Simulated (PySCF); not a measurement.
Screening by computed properties: pick the candidate that meets the target.

Species are written as SMILES; each is one conformer at its optimised geometry, gas phase, non-relativistic unless stated; the electronic structure was computed with PySCF and density fitting.

Dipoles, sizes and rotational constants follow the conformer. The torsions of the flexible species, by atom-mapped SMILES:
- `[CH3:1][C:2]#[C:3][SiH2:4][S:5][Si@@H:6]([PH2:7])[Cl:8]`: C3–Si4–S5–Si6 -46°, Si4–S5–Si6–P7 -157°, H–P7–Si6–S5 -63°, H–P7–Si6–S5 -156°
- `[CH2:1]=[C:2]([C:3]#[C:4][C:5](=[O:6])[OH:7])[C:8]([Cl:9])([Cl:10])[CH2:11][Cl:12]`: C1–C2–C8–Cl9 113°, C2–C8–C11–Cl12 58°, H–O7–C5–C4 180°
- `[CH3:1][NH:2][c:3]1[cH:4][cH:5][cH:6][n+:7]([O-:8])[cH:9]1`: C1–N2–C3–C4 179°
- `[CH3:1][c:2]1[cH:3][cH:4][c:5]([CH2:6][SiH3:7])[cH:8][cH:9]1`: C4–C5–C6–Si7 -89°

**Question.** Wanted: smallest rotational constant above 1 GHz (GFN2-xTB) and HOMO–LUMO gap below 6 eV (PBE0/pcSseg-1), at GFN2-xTB geometries. Which candidate meets both?
A. `CNC1=C[N+]([O-])=CC=C1`
B. `Cc1ccc(C[SiH3])cc1`
C. `C=C1C(Cl)=C1C#N`
D. `C=C(C#CC(=O)O)C(Cl)(Cl)CCl`
E. `CC#C[SiH2]S[Si@@H](P)Cl`

**Answer.** C. Computed values:
```csv
species,smallest rotational constant,HOMO–LUMO gap
C=C(C#CC(=O)O)C(Cl)(Cl)CCl,0.321 GHz,5.69 eV
CC#C[SiH2]S[Si@@H](P)Cl,0.422 GHz,6.74 eV
Cc1ccc(C[SiH3])cc1,0.653 GHz,6.42 eV
CNC1=C[N+]([O-])=CC=C1,0.924 GHz,5.06 eV
C=C1C(Cl)=C1C#N,1.020 GHz,4.47 eV
```

**Question.** Wanted: dipole moment below 2.6 D (PBE0/pcSseg-1) and HOMO energy above -7.2 eV (PBE0/pcSseg-1), at GFN2-xTB geometries. Which candidate meets both?
A. `CNC1=C[N+]([O-])=CC=C1`
B. `C=C1C(Cl)=C1C#N`
C. `C=C(C#CC(=O)O)C(Cl)(Cl)CCl`
D. `Cc1ccc(C[SiH3])cc1`
E. `CC#C[SiH2]S[Si@@H](P)Cl`

**Answer.** D. Computed values:
```csv
species,dipole moment,HOMO energy
Cc1ccc(C[SiH3])cc1,0.36 D,-6.55 eV
C=C(C#CC(=O)O)C(Cl)(Cl)CCl,2.04 D,-8.04 eV
C=C1C(Cl)=C1C#N,3.12 D,-7.01 eV
CC#C[SiH2]S[Si@@H](P)Cl,3.34 D,-7.41 eV
CNC1=C[N+]([O-])=CC=C1,5.67 D,-5.86 eV
```
